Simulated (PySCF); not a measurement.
## Ir³⁺ (iridium, charge +3): B3LYP calculation

Configuration: [Xe] 4f14 5d6, high-spin 5D determinant. Calculation: PySCF 2.14, in ANO-RCC-VTZP (8s7p5d3f1g, 84 functions); scalar relativity by spin-free X2C-1e.

* Total energy: -17827.16 hartree
* One-electron energy: -24352.22 hartree
* Hartree (Coulomb) energy: 6877.69 hartree
* Exchange-correlation energy: -352.63 hartree
* ⟨S²⟩: 6.0013
* ⟨L²⟩: 6.022
* Sum of ⟨r⟩: 37.61 bohr
* Sum of ⟨r²⟩: 37.31 bohr²
* Traceless quadrupole moment −½Σ⟨3z² − r²⟩ along its main axis: 0.601 e·bohr²
* Langevin diamagnetic susceptibility: -29.5 ×10⁻⁶ cm³/mol

```
shell  electrons  mean orbital energy (hartree)  spread (hartree)  rms radius, mean of both spins (bohr)
 1s β          1                    -2793.29451                 0                                 0.0197
 1s α          1                    -2793.29425                 0                                 0.0197
 2s α          1                     -490.78833                 0                                 0.0796
 2s β          1                     -490.77667                 0                                 0.0796
 2p α          3                     -428.32018           0.00554                                 0.0727
 2p β          3                     -428.30991           0.00265                                 0.0727
 3s α          1                     -116.24054                 0                                  0.203
 3s β          1                     -116.23662                 0                                  0.203
 3p α          3                      -97.80571           0.01041                                  0.205
 3p β          3                      -97.80124           0.00926                                  0.205
 3d α          5                      -76.68731           0.01124                                  0.187
 3d β          5                      -76.67834           0.00832                                  0.187
 4s α          1                      -25.97880                 0                                  0.450
 4s β          1                      -25.96604                 0                                  0.450
 4p α          3                      -19.87244           0.02112                                  0.479
 4p β          3                      -19.85987           0.01787                                  0.479
 4d α          5                      -12.14463           0.02581                                  0.515
 4d β          5                      -12.12830           0.01703                                  0.515
 5s α          1                       -4.93246                 0                                   1.04
 5s β          1                       -4.83348                 0                                   1.04
 4f α          7                       -3.62844           0.02514                                  0.590
 4f β          7                       -3.60919           0.01941                                  0.590
 5p α          3                       -3.32830           0.04615                                   1.19
 5p β          3                       -3.19942           0.00924                                   1.19
 5d α          5                       -1.45351           0.05432                                   1.66
 5d β          1                       -1.35512                 0                                   1.66
```

Spin-orbit coupling, absent here, splits the open shell strongly.

Densities and radii are taken from the X2C orbitals without a picture-change correction, which distorts them close to the nucleus.
